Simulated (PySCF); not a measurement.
CCl3, charge -1, singlet, at a GFN2-xTB geometry (in this run its highest filled SCF level lies above zero, so its values depend strongly on the basis, on diffuse functions most of all); R2SCAN/cc-pVTZ (PySCF).

Here is a job for PySCF.
```python
from pyscf import gto, scf, dft

mol = gto.Mole()
mol.atom = '''
    C    -0.01109338   -0.01005188    0.65819826
    Cl    0.00076126    1.66832402   -0.05198398
    Cl    1.44532711   -0.83228868   -0.06582593
    Cl   -1.44217306   -0.83248762   -0.11449536
'''
mol.basis = 'cc-pvtz'
mol.charge = -1
mol.verbose = 4
mol.build()

mf = dft.RKS(mol)
mf.xc = 'r2scan'
mf.kernel()
```

Output, abridged:

```
PySCF version 2.14.0

[INPUT] verbose = 4
[INPUT] num. atoms = 4
[INPUT] num. electrons = 58
[INPUT] charge = -1
[INPUT] spin (= nelec alpha-beta = 2S) = 0
[INPUT] symmetry False subgroup None
[INPUT] Mole.unit = angstrom
[INPUT] Symbol           X                Y                Z      unit          X                Y                Z       unit  Magmom
[INPUT]  1 C     -0.011093380000  -0.010051880000   0.658198260000 AA   -0.020963449996  -0.018995300237   1.243814447065 Bohr   0.0
[INPUT]  2 Cl     0.000761260000   1.668324020000  -0.051983980000 AA    0.001438572910   3.152675484833  -0.098235485065 Bohr   0.0
[INPUT]  3 Cl     1.445327110000  -0.832288680000  -0.065825930000 AA    2.731272398309  -1.572797661776  -0.124392979595 Bohr   0.0
[INPUT]  4 Cl    -1.442173060000  -0.832487620000  -0.114495360000 AA   -2.725312107626  -1.573173603891  -0.216364872933 Bohr   0.0

nuclear repulsion = 247.718362727455
number of shells = 36
number of NR pGTOs = 219
number of NR cGTOs = 132
basis = cc-pvtz
ecp = {}

******** <class 'pyscf.dft.rks.RKS'> ********
method = RKS
initial guess = minao
damping factor = 0
level_shift factor = 0
DIIS = <class 'pyscf.scf.diis.CDIIS'>
diis_start_cycle = 1
diis_space = 8
diis_damp = 0
SCF conv_tol = 1e-09
SCF conv_tol_grad = None
SCF max_cycles = 50
direct_scf = True
direct_scf_tol = 1e-13
XC library pyscf.dft.libxc version 7.1.2
    S. Lehtola, C. Steigemann, M. J. T. Oliveira, and M. A. L. Marques,  SoftwareX 7, 1–5 (2018)
XC functionals = r2scan
    J. W. Furness, A. D. Kaplan, J. Ning, J. P. Perdew, and J. Sun,  J. Phys. Chem. Lett. 11, 8208–8215 (2020)
    J. W. Furness, A. D. Kaplan, J. Ning, J. P. Perdew, and J. Sun,  J. Phys. Chem. Lett. 11, 9248–9248 (2020)
    J. W. Furness, A. D. Kaplan, J. Ning, J. P. Perdew, and J. Sun,  J. Phys. Chem. Lett. 11, 8208–8215 (2020)
    J. W. Furness, A. D. Kaplan, J. Ning, J. P. Perdew, and J. Sun,  J. Phys. Chem. Lett. 11, 9248–9248 (2020)
radial grids:
    Treutler-Ahlrichs [JCP 102, 346 (1995); DOI:10.1063/1.469408] (M4) radial grids

becke partition: Becke, JCP 88, 2547 (1988); DOI:10.1063/1.454033
pruning grids: <function nwchem_prune>
grids dens level: 3
symmetrized grids: False
atomic radii adjust function: <function treutler_atomic_radii_adjust>
small_rho_cutoff = 0
Set gradient conv threshold to 3.16228e-05
Initial guess from minao.
tot grids = 70760
init E= -1418.83536538957
  HOMO = -0.222692474884957  LUMO = -0.061321670868911  gap/eV = 4.39112
cycle= 1 E= -1418.63191375994  delta_E= 0.203  |g|= 0.332  |ddm|= 1.81
  HOMO = 0.043775654134123  LUMO = 0.169688914136155  gap/eV = 3.42627
cycle= 2 E= -1418.63106017307  delta_E= 0.000854  |g|= 0.387  |ddm|= 0.731
  HOMO = 0.0421138840779625  LUMO = 0.163263906031017  gap/eV = 3.29666
cycle= 3 E= -1418.65872852759  delta_E= -0.0277  |g|= 0.145  |ddm|= 0.457
  HOMO = 0.018378188797266  LUMO = 0.146622134356587  gap/eV = 3.48970
cycle= 4 E= -1418.66421375277  delta_E= -0.00549  |g|= 0.0433  |ddm|= 0.217
  HOMO = 0.0197980604963313  LUMO = 0.149295978253421  gap/eV = 3.52382
cycle= 5 E= -1418.66468440007  delta_E= -0.000471  |g|= 0.00592  |ddm|= 0.0296
  HOMO = 0.0198650779482596  LUMO = 0.148778989999711  gap/eV = 3.50793
cycle= 6 E= -1418.66469303571  delta_E= -8.64e-06  |g|= 0.00137  |ddm|= 0.00589
  HOMO = 0.019772324951421  LUMO = 0.148725741150909  gap/eV = 3.50900
cycle= 7 E= -1418.66469345875  delta_E= -4.23e-07  |g|= 0.00052  |ddm|= 0.00123
  HOMO = 0.0197297514654249  LUMO = 0.14867939210501  gap/eV = 3.50890
cycle= 8 E= -1418.664693532  delta_E= -7.32e-08  |g|= 5.18e-05  |ddm|= 0.000507
  HOMO = 0.0197313675506914  LUMO = 0.148688642937262  gap/eV = 3.50911
cycle= 9 E= -1418.66469353273  delta_E= -7.3e-10  |g|= 2.73e-06  |ddm|= 5.65e-05
  HOMO = 0.0197307803783406  LUMO = 0.148687845490644  gap/eV = 3.50910
Extra cycle  E= -1418.66469353273  delta_E= -2.27e-12  |g|= 2.26e-06  |ddm|= 5.89e-06
converged SCF energy = -1418.66469353273
```
